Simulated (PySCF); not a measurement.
Job for PySCF: D3(BJ) and D4 dispersion corrections on CH3NO (a complex).

```python
from pyscf import gto
from pyscf.dispersion import dftd3, dftd4

mol = gto.M(
    atom='''
    N    -0.12997870   -0.12656687   -0.16964625
    H    -0.35564715    0.83948725    0.03754899
    H    -0.91526728   -0.69402891    0.12766004
    H     0.66495904   -0.38287252    0.40425204
    C     0.55708585   -0.18282572    3.21435916
    O    -0.31276729    0.16054118    3.83967983
    ''',
    basis='def2-svp',
    charge=0, spin=0, verbose=0, max_memory=1800)
d3, d4 = {}, {}
for xc in ['hf', 'pbe', 'blyp', 'revpbe', 'tpss', 'r2scan', 'b3lyp', 'pbe0', 'bhlyp', 'camb3lyp', 'b2plyp']:
    d3[xc] = float(dftd3.DFTD3Dispersion(mol, xc=xc, version='d3bj', atm=False).get_dispersion()['energy'])
    print(f'D3(BJ) {xc:10s} {d3[xc]:14.8f} Eh')
for xc in ['hf', 'pbe', 'blyp', 'revpbe', 'tpss', 'r2scan', 'b3lyp', 'pbe0', 'bhlyp', 'camb3lyp', 'b2plyp']:
    d4[xc] = float(dftd4.DFTD4Dispersion(mol, xc={'camb3lyp': 'cam-b3lyp'}.get(xc, xc), atm=True).get_dispersion()['energy'])
    print(f'D4     {xc:10s} {d4[xc]:14.8f} Eh')
```

It printed:

```
D3(BJ) hf            -0.01632904 Eh
D3(BJ) pbe           -0.00201378 Eh
D3(BJ) blyp          -0.00398236 Eh
D3(BJ) revpbe        -0.00506665 Eh
D3(BJ) tpss          -0.00248440 Eh
D3(BJ) r2scan        -0.00061718 Eh
D3(BJ) b3lyp         -0.00324113 Eh
D3(BJ) pbe0          -0.00172275 Eh
D3(BJ) bhlyp         -0.00242076 Eh
D3(BJ) camb3lyp      -0.00151006 Eh
D3(BJ) b2plyp        -0.00145744 Eh
D4     hf            -0.00514570 Eh
D4     pbe           -0.00149809 Eh
D4     blyp          -0.00316889 Eh
D4     revpbe        -0.00482772 Eh
D4     tpss          -0.00200375 Eh
D4     r2scan        -0.00044613 Eh
D4     b3lyp         -0.00231166 Eh
D4     pbe0          -0.00129266 Eh
D4     bhlyp         -0.00161428 Eh
D4     camb3lyp      -0.00130183 Eh
D4     b2plyp        -0.00106706 Eh
```

The run finished.

Cost: very roughly 0.05 core-seconds.
